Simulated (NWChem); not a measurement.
System: WF$_{5}$ cation; SMILES [F][W+]([F])([F])([F])[F]

The following NWChem deck was run.

```
start job
memory heap 200 mb stack 900 mb global 1100 mb
charge 1
geometry units angstroms noautoz
  W      0.000000     0.000000     0.000000
  F      0.000000     0.000000    -1.811555
  F      0.000000     0.000000     1.811555
  F      1.725431    -0.462328     0.000000
  F     -0.462328     1.725431     0.000000
  F     -1.263103    -1.263103     0.000000
end
basis spherical
  * library def2-svp
end
ecp
  W library def2-ecp
end
dft
  xc pbe0
  iterations 150
  mulliken
end
task dft energy
```

Parts of the log:

```
             Northwest Computational Chemistry Package (NWChem) 7.3.0
             --------------------------------------------------------

 D3H symmetry detected

                             Geometry "geometry" -> ""
                             -------------------------

 Output coordinates in angstroms (scale by  1.889725989 to convert to a.u.)

  No.       Tag          Charge          X              Y              Z
 ---- ---------------- ---------- -------------- -------------- --------------
    1 W                   74.0000     0.00000000     0.00000000     0.00000000
    2 F                    9.0000     0.00000000     0.00000000     1.81155500
    3 F                    9.0000    -0.00000000     0.00000000    -1.81155500
    4 F                    9.0000    -0.46232783     1.72543095     0.00000000
    5 F                    9.0000     1.72543095    -0.46232783     0.00000000
    6 F                    9.0000    -1.26310312    -1.26310312     0.00000000

 Effective nuclear repulsion energy (a.u.)    1135.4658323445

      Symmetry information
      --------------------

 Group name             D3h
 Group number             27
 Group order              12
 No. of unique centers     3

                                 NWChem DFT Module
                                 -----------------

 Summary of "ao basis" -> "ao basis" (spherical)
 ------------------------------------------------------------------------------
       Tag                 Description            Shells   Functions and Types
 ---------------- ------------------------------  ------  ---------------------
 W                          def2-svp                12       32   6s3p2d1f
 F                          def2-svp                 6       14   3s2p1d

      Symmetry analysis of basis
      --------------------------

        a1'        22
        a1"         1
        a2'         4
        a2"        13
        e'         40
        e"         22

  Rotation of axis

            General Information
            -------------------
          SCF calculation type: DFT
          Wavefunction type:  closed shell.
          No. of atoms     :     6
          No. of electrons :    58
           Alpha electrons :    29
            Beta electrons :    29
          Charge           :     1
          Spin multiplicity:     1
          Use of symmetry is: on ; symmetry adaption is: on
          Maximum number of iterations: 150
          AO basis - number of functions:   102
                     number of shells:    42
          Convergence on energy requested:  1.00D-06
          Convergence on density requested:  1.00D-05
          Convergence on gradient requested:  5.00D-04

              XC Information
              --------------
                         PBE0 Method XC Functional
                     Hartree-Fock (Exact) Exchange  0.250
          PerdewBurkeErnzerhof Exchange Functional  0.750
            Perdew 1991 LDA Correlation Functional  1.000 local
           PerdewBurkeErnz. Correlation Functional  1.000 non-local

             Grid Information
             ----------------
          Grid used for XC integration:  medium
          Radial quadrature: Mura-Knowles
          Angular quadrature: Lebedev.
          Tag              B.-S. Rad. Rad. Pts. Rad. Cut. Ang. Pts.
          ---              ---------- --------- --------- ---------
          W                   1.35      123           8.0       590
          F                   0.50       49           8.0       434
          Grid pruning is: on
          Number of quadrature shells:   221
          Spatial weights used:  Erf1

      Superposition of Atomic Density Guess
      -------------------------------------

 Sum of atomic energies:        -569.63917332

 Renormalizing density from      59.00 to     58

      Non-variational initial energy
      ------------------------------

 Total energy =    -557.229922
 1-e energy   =   -1459.610390
 2-e energy   =     562.308614
 HOMO         =      -0.951392
 LUMO         =      -0.314476

      Symmetry analysis of molecular orbitals - initial
      -------------------------------------------------

  Numbering of irreducible representations:

     1 a1'         2 a1"         3 a2'         4 a2"         5 e'
     6 e"

  Orbital symmetries:

     1 a1'         2 e'          3 e'          4 a1'         5 a2"
     6 a1'         7 a2"         8 e'          9 e'         10 a1'
    11 a1'        12 e'         13 e'         14 a2"        15 a1'
    16 e"         17 e"         18 a1'        19 e'         20 e'
    21 a2"        22 a2'        23 e'         24 e'         25 e'
    26 e'         27 e"         28 e"         29 a2"        30 e"
    31 e"         32 e'         33 e'         34 a1'        35 a1'
    36 e'         37 e'         38 a2"        39 a1'

     ---------------------------------------------
      Total Density - Mulliken Population Analysis
     ---------------------------------------------

    Atom       Charge   Shell Charges
 -----------   ------   -------------------------------------------------------
    1 W   14    10.04   0.04 -0.35  1.80  0.56  0.15  0.03  5.56  0.56  0.05  1.26  0.14  0.22
    2 F    9     9.63   1.99  1.19  0.76  3.68  2.00  0.00
    3 F    9     9.63   1.99  1.19  0.76  3.68  2.00  0.00
    4 F    9     9.57   1.99  1.19  0.76  3.66  1.97  0.00
    5 F    9     9.57   1.99  1.19  0.76  3.66  1.97  0.00
    6 F    9     9.57   1.99  1.19  0.76  3.66  1.97  0.00

[...]
```

Level: PBE0/def2-SVP with def2 effective core potentials on W. All runs use the structure optimised with PBE0/def2-SVP. This spin state was assumed; another may lie lower. def2 effective core potentials on W; no spin-orbit coupling.
